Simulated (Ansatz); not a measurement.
CH3NO2Si can be A, `O=C=N[SiH2]O`, or B, `N=C1O[SiH]1O`.

Computed with Ansatz on PBE0-D4/def2-TZVP structures; ΔE is electronic, products minus reactants. CCSD(T)/CBS adds triple-zeta CCSD(T) − MP2 to the extrapolated MP2 energy (def2 sets, frozen cores). DFT in def2-TZVPP. B3LYP here is the variant with VWN-RPA as its local correlation; programs differ in this. One conformer a species, not always the lowest.

A:

```xyz
8

O     2.6884    0.3601    1.7151
C     1.6376    0.2164    1.2359
N     0.5417    0.0957    0.7764
Si   -0.7288   -0.4057   -0.2544
O    -0.6942    0.3868   -1.6834
H    -0.5557   -1.8349   -0.5780
H    -1.9823   -0.1393    0.4865
H    -0.9065    1.3209   -1.6980
```

B:

Z-matrix (Å, degrees):
```
Si
O 1 1.619
C 1 1.786 2 125.8
O 1 1.679 2 120.0 3 58.0
H 1 1.469 2 106.4 3 -164.6
H 2 0.960 1 119.0 3 -13.4
N 3 1.244 1 166.9 2 -75.1
H 7 1.023 3 111.7 1 175.5
```

Which is lower in electronic energy at CCSD(T)/CBS, and by how much? (Best estimate.)

Computed: A, by 40.3 kcal/mol.

Give E(B) − E(A) in kcal/mol with PBE-D4, HF/def2-TZVPP, B3LYP-D4, CCSD(T)/def2-TZVPP, ωB97M-V, CCSD/def2-TZVPP, CCSD(T)/def2-SVP. (Best estimate.)

The calculation gave: PBE-D4 38.8, HF/def2-TZVPP 54.3, B3LYP-D4 44.0, CCSD(T)/def2-TZVPP 41.3, ωB97M-V 40.6, CCSD/def2-TZVPP 42.4, CCSD(T)/def2-SVP 49.1. None reverses the order clearly.

Does the order hold for the free energy at 298.15 K (harmonic terms from PBE0-D4)? (Best estimate.)

The calculation gave: Yes: G(B) − G(A) = +43.4 kcal/mol, for one conformer each. Modes under 60 cm⁻¹, often nearly free rotors, make the harmonic entropy too high.

Largest T1 diagnostic: 0.016.

From BLYP to BHLYP (50 % exact exchange), in def2-TZVPP and without D4, E(B) − E(A) moves by +3.6 kcal/mol. At CCSD(T), def2-SVP lies +8.8 kcal/mol from the extrapolated value and def2-TZVPP +1.0 kcal/mol.
